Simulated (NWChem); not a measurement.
System: WHO₂F₃; SMILES [O]=[W]([OH])([F])([F])[F]

Input file for NWChem:

```
start job
memory heap 200 mb stack 900 mb global 1100 mb
geometry units angstroms noautoz
  W      0.029526     0.000097     0.055104
  O     -0.064216    -0.000278     1.727639
  F     -0.023123     1.795774    -0.452689
  F     -0.010605    -1.795886    -0.452779
  F     -1.736810    -0.006085    -0.535873
  O      1.858801     0.006442    -0.269290
  H      2.473175     0.008779    -1.010100
end
basis spherical
  W library def2-svp
  O library def2-svp
  F library def2-svp
  H library def2-svp
end
ecp
  W library def2-ecp
end
dft
  xc kt2
  iterations 150
  mulliken
end
task dft energy
```

NWChem printed, in part:

```
             Northwest Computational Chemistry Package (NWChem) 7.3.0
             --------------------------------------------------------

 CS  symmetry detected

                             Geometry "geometry" -> ""
                             -------------------------

 Output coordinates in angstroms (scale by  1.889725989 to convert to a.u.)

  No.       Tag          Charge          X              Y              Z
 ---- ---------------- ---------- -------------- -------------- --------------
    1 W                   74.0000     0.00763212     0.03958581     0.00000000
    2 O                    8.0000     0.09037994     1.71270082     0.00000000
    3 F                    9.0000    -0.09193116    -0.46055281     1.79584087
    4 F                    9.0000    -0.09193116    -0.46055281    -1.79584087
    5 F                    9.0000    -1.81108885    -0.36227080     0.00000000
    6 O                    8.0000     1.79263523    -0.47547006     0.00000000
    7 H                    1.0000     2.32566182    -1.27680827     0.00000000

 Effective nuclear repulsion energy (a.u.)    1085.7761467173

      Symmetry information
      --------------------

 Group name             Cs
 Group number              2
 Group order               2
 No. of unique centers     6

                                 NWChem DFT Module
                                 -----------------

 Summary of "ao basis" -> "ao basis" (spherical)
 ------------------------------------------------------------------------------
       Tag                 Description            Shells   Functions and Types
 ---------------- ------------------------------  ------  ---------------------
 W                          def2-svp                12       32   6s3p2d1f
 O                          def2-svp                 6       14   3s2p1d
 F                          def2-svp                 6       14   3s2p1d
 H                          def2-svp                 3        5   2s1p

      Symmetry analysis of basis
      --------------------------

        a'         70
        a"         37

            General Information
            -------------------
          SCF calculation type: DFT
          Wavefunction type:  closed shell.
          No. of atoms     :     7
          No. of electrons :    58
           Alpha electrons :    29
            Beta electrons :    29
          Charge           :     0
          Spin multiplicity:     1
          Use of symmetry is: on ; symmetry adaption is: on
          Maximum number of iterations: 150
          AO basis - number of functions:   107
                     number of shells:    45
          Convergence on energy requested:  1.00D-06
          Convergence on density requested:  1.00D-05
          Convergence on gradient requested:  5.00D-04

              XC Information
              --------------
                          KT2 Method XC Functional
                        Slater Exchange Functional  1.072 local
                           KT1 gradient correction  1.000 non-local
            Perdew 1991 LDA Correlation Functional  0.577 local

             Grid Information
             ----------------
          Grid used for XC integration:  medium
          Radial quadrature: Mura-Knowles
          Angular quadrature: Lebedev.
          Tag              B.-S. Rad. Rad. Pts. Rad. Cut. Ang. Pts.
          ---              ---------- --------- --------- ---------
          W                   1.35      123           9.0       590
          O                   0.60       49          10.0       434
          F                   0.50       49          11.0       434
          H                   0.35       45          11.0       434
          Grid pruning is: on
          Number of quadrature shells:   364
          Spatial weights used:  Erf1

      Superposition of Atomic Density Guess
      -------------------------------------

 Sum of atomic energies:        -520.93573734

      Non-variational initial energy
      ------------------------------

 Total energy =    -514.114861
 1-e energy   =   -1384.815077
 2-e energy   =     544.743540
 HOMO         =      -0.483933
 LUMO         =       0.008512

      Symmetry analysis of molecular orbitals - initial
      -------------------------------------------------

  Numbering of irreducible representations:

     1 a'          2 a"

  Orbital symmetries:

     1 a'          2 a'          3 a"          4 a'          5 a'
     6 a'          7 a'          8 a'          9 a"         10 a'
    11 a'         12 a"         13 a'         14 a'         15 a'
    16 a'         17 a"         18 a"         19 a'         20 a'
    21 a'         22 a"         23 a'         24 a"         25 a'
    26 a"         27 a'         28 a"         29 a'         30 a"
    31 a'         32 a"         33 a'         34 a'         35 a'
    36 a"         37 a'         38 a'         39 a'

     ---------------------------------------------
      Total Density - Mulliken Population Analysis
     ---------------------------------------------

    Atom       Charge   Shell Charges
 -----------   ------   -------------------------------------------------------
    1 W   14    10.50   0.04 -0.35  1.79  0.56  0.21  0.05  5.51  0.58  0.11  1.54  0.26  0.20
    2 O    8     9.03   1.99  1.15  0.74  3.18  1.96  0.01
    3 F    9     9.66   1.99  1.15  0.80  3.54  2.16  0.00
    4 F    9     9.66   1.99  1.15  0.80  3.54  2.16  0.00
    5 F    9     9.66   1.99  1.15  0.80  3.55  2.16  0.00
    6 O    8     8.86   1.99  1.10  0.67  3.12  1.97  0.00
    7 H    1     0.64   0.52  0.06  0.06

   convergence    iter        energy       DeltaE   RMS-Dens  Diis-err
 ---------------- ----- ----------------- --------- --------- ---------
 d= 0,ls=0.0,diis     1   -523.1761777706 -8.49D+02  6.07D-02  5.04D+00
 d= 0,ls=0.5,diis     2   -514.2743672665  8.90D+00  2.59D-02  6.48D+01
 d= 0,ls=0.5,diis     3   -520.4693315186 -6.19D+00  9.62D-03  3.03D+01
 d= 0,ls=0.5,diis     4   -522.2200945422 -1.75D+00  8.05D-03  1.47D+01
 d= 0,ls=0.5,diis     5   -523.2271035342 -1.01D+00  6.74D-03  5.05D+00
 d= 0,ls=0.5,diis     6   -523.6793806554 -4.52D-01  4.17D-03  9.57D-01
 d= 0,ls=0.5,diis     7   -523.7977028473 -1.18D-01  2.23D-03  8.92D-02
  Resetting Diis
 d= 0,ls=0.5,diis     8   -523.8188664248 -2.12D-02  1.38D-03  1.79D-02
 d= 0,ls=0.5,diis     9   -523.8255833536 -6.72D-03  9.61D-04  7.34D-03
 d= 0,ls=0.5,diis    10   -523.8283473390 -2.76D-03  6.32D-04  4.25D-03
 d= 0,ls=0.5,diis    11   -523.8298377917 -1.49D-03  4.07D-04  1.50D-03
 d= 0,ls=0.5,diis    12   -523.8304531777 -6.15D-04  2.69D-04  6.09D-04
 d= 0,ls=0.5,diis    13   -523.8307425653 -2.89D-04  1.86D-04  4.35D-04
 d= 0,ls=0.5,diis    14   -523.8308857299 -1.43D-04  1.30D-04  3.25D-04
 d= 0,ls=0.5,diis    15   -523.8309692076 -8.35D-05  9.35D-05  1.70D-04
 d= 0,ls=0.5,diis    16   -523.8310127838 -4.36D-05  6.61D-05  8.65D-05
 d= 0,ls=0.5,diis    17   -523.8310345837 -2.18D-05  4.71D-05  4.93D-05
 d= 0,ls=0.5,diis    18   -523.8310458916 -1.13D-05  3.39D-05  3.02D-05
 d= 0,ls=0.5,diis    19   -523.8310520694 -6.18D-06  2.45D-05  1.76D-05
 d= 0,ls=0.5,diis    20   -523.8310553599 -3.29D-06  1.77D-05  1.02D-05
 d= 0,ls=0.5,diis    21   -523.8310571546 -1.79D-06  1.28D-05  5.77D-06
 d= 0,ls=0.5,diis    22   -523.8310581171 -9.63D-07  9.31D-06  3.32D-06

         Total DFT energy =     -523.831058643183
      One electron energy =    -1388.897880861130
           Coulomb energy =      602.098023067753
    Exchange-Corr. energy =      -62.987876840080
 Nuclear repulsion energy =      325.956675990274

 Numeric. integr. density =       57.999998155563

                  Occupations of the irreducible representations
                  ----------------------------------------------

                     irrep           alpha         beta
                     --------     --------     --------
                     a'               20.0         20.0
                     a"                9.0          9.0

                       DFT Final Molecular Orbital Analysis
                       ------------------------------------

 Vector   27  Occ=2.000000D+00  E=-3.419706D-01  Symmetry=a"
              MO Center= -6.1D-02,  7.6D-01,  1.4D-14, r^2= 2.9D+00
   Bfn.  Coefficient  Atom+Function         Bfn.  Coefficient  Atom+Function
  ----- ------------  ---------------      ----- ------------  ---------------
    38      0.480741  2 O  pz                41      0.330868  2 O  pz
    52      0.203509  3 F  pz                66      0.203509  4 F  pz
    51      0.202409  3 F  py                65     -0.202409  4 F  py
    17      0.165637  1 W  d -1              55     -0.154309  3 F  pz
    69     -0.154309  4 F  pz                80      0.153442  5 F  pz

 Vector   28  Occ=2.000000D+00  E=-3.298479D-01  Symmetry=a"
              MO Center=  9.3D-01, -4.4D-01, -4.5D-14, r^2= 2.9D+00
   Bfn.  Coefficient  Atom+Function         Bfn.  Coefficient  Atom+Function
  ----- ------------  ---------------      ----- ------------  ---------------
    94      0.497450  6 O  pz                97      0.355470  6 O  pz
    50      0.302063  3 F  px                64     -0.302063  4 F  px
    53     -0.202313  3 F  px                67      0.202313  4 F  px
    80      0.122976  5 F  pz                19     -0.104917  1 W  d  1
    83     -0.079000  5 F  pz                38     -0.068945  2 O  pz

 Vector   29  Occ=2.000000D+00  E=-3.257499D-01  Symmetry=a'
              MO Center=  7.7D-01,  5.5D-01,  2.5D-14, r^2= 2.9D+00
   Bfn.  Coefficient  Atom+Function         Bfn.  Coefficient  Atom+Function
  ----- ------------  ---------------      ----- ------------  ---------------
    36      0.445447  2 O  px                92     -0.327868  6 O  px
    39      0.311348  2 O  px                93     -0.289118  6 O  py
    95     -0.262612  6 O  px                96     -0.198595  6 O  py
    78      0.144349  5 F  px                 7     -0.134521  1 W  px
    81     -0.116822  5 F  px                79     -0.074090  5 F  py

 Vector   30  Occ=0.000000D+00  E=-1.539807D-01  Symmetry=a"
              MO Center=  9.8D-02, -7.8D-02, -6.3D-15, r^2= 1.8D+00
   Bfn.  Coefficient  Atom+Function         Bfn.  Coefficient  Atom+Function
  ----- ------------  ---------------      ----- ------------  ---------------
    19      0.918412  1 W  d  1              94      0.250689  6 O  pz
    97      0.205676  6 O  pz                80      0.192423  5 F  pz
    50     -0.182874  3 F  px                64      0.182874  4 F  px
    83     -0.146406  5 F  pz                53      0.137846  3 F  px
    67     -0.137846  4 F  px                17      0.077618  1 W  d -1

 Vector   31  Occ=0.000000D+00  E=-1.014517D-01  Symmetry=a"
              MO Center=  1.4D-02,  3.2D-01, -4.4D-15, r^2= 1.9D+00
   Bfn.  Coefficient  Atom+Function         Bfn.  Coefficient  Atom+Function
  ----- ------------  ---------------      ----- ------------  ---------------
    17      0.904704  1 W  d -1              38     -0.356321  2 O  pz
    41     -0.294760  2 O  pz                52      0.166580  3 F  pz
    66      0.166580  4 F  pz                55     -0.139442  3 F  pz
    69     -0.139442  4 F  pz                51      0.127082  3 F  py
    65     -0.127082  4 F  py                54     -0.086754  3 F  py

 Vector   32  Occ=0.000000D+00  E=-9.836496D-02  Symmetry=a'
              MO Center=  7.2D-02,  2.9D-01,  7.7D-14, r^2= 2.0D+00
   Bfn.  Coefficient  Atom+Function         Bfn.  Coefficient  Atom+Function
  ----- ------------  ---------------      ----- ------------  ---------------
    16      0.887580  1 W  d -2              36     -0.345399  2 O  px
    39     -0.284129  2 O  px                95     -0.194229  6 O  px
    92     -0.183840  6 O  px                78      0.178977  5 F  px
    20      0.151315  1 W  d  2              81     -0.152068  5 F  px
    79     -0.122966  5 F  py                93     -0.123563  6 O  py

     ---------------------------------------------
      Total Density - Mulliken Population Analysis
     ---------------------------------------------

    Atom       Charge   Shell Charges
 -----------   ------   -------------------------------------------------------
    1 W   14    12.82   0.04 -0.37  1.96  0.42  0.33 -0.01  5.71  0.46  0.22  3.28  0.51  0.27
    2 O    8     8.23   1.99  1.18  0.72  2.76  1.57  0.01
    3 F    9     9.28   1.99  1.18  0.76  3.34  2.00  0.00
    4 F    9     9.28   1.99  1.18  0.76  3.34  2.00  0.00
    5 F    9     9.27   1.99  1.19  0.76  3.34  1.99  0.00
    6 O    8     8.35   1.99  1.12  0.62  2.88  1.73  0.01
    7 H    1     0.77   0.67  0.03  0.07

     -------------------------------------------
      Total Density - Lowdin Population Analysis
     -------------------------------------------

    Atom       Charge   Shell Charges
 -----------   ------   -------------------------------------------------------
    1 W   14    13.68   0.00  0.04  1.10  0.78  0.33  0.13  5.03  1.25  0.39  2.97  1.16  0.51
    2 O    8     8.05   1.98  1.01  0.67  2.63  1.75  0.02
    3 F    9     9.11   1.98  1.06  0.75  3.21  2.11  0.01
    4 F    9     9.11   1.98  1.06  0.75  3.21  2.11  0.01
    5 F    9     9.10   1.98  1.06  0.75  3.21  2.10  0.01
    6 O    8     8.07   1.98  0.90  0.57  2.71  1.89  0.01
    7 H    1     0.87   0.54  0.15  0.18

     Multipole analysis of the density
     ---------------------------------

     L   x y z        total         alpha         beta         nuclear
     -   - - -        -----         -----         ----         -------
     0   0 0 0     -0.000000    -29.000000    -29.000000     58.000000

     1   1 0 0      0.977055      0.921206      0.921206     -0.865357
     1   0 1 0     -0.855620      1.816380      1.816380     -4.488380
     1   0 0 1      0.000000      0.000000      0.000000      0.000000

     2   2 0 0    -34.542079   -125.930857   -125.930857    217.319636
     2   1 1 0     -3.835184      1.436625      1.436625     -6.708433
     2   1 0 1     -0.000000     -0.000000     -0.000000      0.000000
     2   0 2 0    -34.843040    -74.427537    -74.427537    114.012035
     2   0 1 1      0.000000      0.000000      0.000000      0.000000
     2   0 0 2    -39.772017   -123.537578   -123.537578    207.303140
```

Level: KT2/def2-SVP with def2 effective core potentials on W. The geometry was optimised at PBE0/def2-SVP. No frequency run checked for a minimum. def2 effective core potentials on W; no spin-orbit coupling.
